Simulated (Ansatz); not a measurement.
SiH2Me(OiPr) (C₄H₁₂OSi). The state is a singlet with charge 0. Geometry PBE-D4/def2-SVP.

Cartesian coordinates in Å:
```
C -2.7731 0.7554 1.1352
C 1.0927 0.0045 -0.4362
C 1.3817 0.6353 -1.7948
C 1.4950 -1.4700 -0.3764
O -0.3074 0.1581 -0.1826
Si -1.0181 0.1288 1.3439
H -1.0362 -1.2655 1.9272
H -0.2202 1.0069 2.2826
H -3.3355 0.1095 0.4307
H -2.7777 1.7898 0.7365
H -3.3062 0.7515 2.1080
H 1.6699 0.5620 0.3439
H 0.8123 0.1081 -2.5877
H 2.4614 0.5788 -2.0395
H 1.0731 1.6992 -1.8008
H 1.2881 -1.9044 0.6227
H 0.9234 -2.0522 -1.1283
H 2.5770 -1.5959 -0.5844
```

Another isomer (singlet) lies 0.70 eV lower at PBE0-D4/def2-TZVP; other spin states weren't run for this one.

(1) Estimate the orbital energies around the gap (eV) in Ansatz with PBE-D4/def2-SVP, BLYP-D4/def2-TZVP, PBE0-D4/def2-SVP, PBE0-D4/def2-TZVP, ωB97M-V/def2-TZVP.

Results:

(1) 
```
orbital  PBE-D4/def2-SVP  BLYP-D4/def2-TZVP  PBE0-D4/def2-SVP  PBE0-D4/def2-TZVP  ωB97M-V/def2-TZVP
 HOMO−5            -8.78              -8.80            -10.35             -10.40             -12.78
 HOMO−4            -8.45              -8.46             -9.99             -10.02             -12.41
 HOMO−3            -7.89              -7.85             -9.33              -9.33             -11.68
 HOMO−2            -7.67              -7.62             -9.06              -9.06             -11.35
 HOMO−1            -6.80              -6.89             -8.33              -8.43             -10.79
   HOMO            -6.17              -6.26             -7.72              -7.82             -10.19
   LUMO             0.31              -0.02              1.20               0.72               2.29
 LUMO+1             0.96               0.35              1.82               1.10               2.51
 LUMO+2             1.39               0.87              2.31               1.69               3.20
 LUMO+3             1.83               1.30              2.78               2.15               3.63
 LUMO+4             2.02               1.48              2.97               2.32               3.73
 LUMO+5             2.20               1.58              3.13               2.42               4.00
```
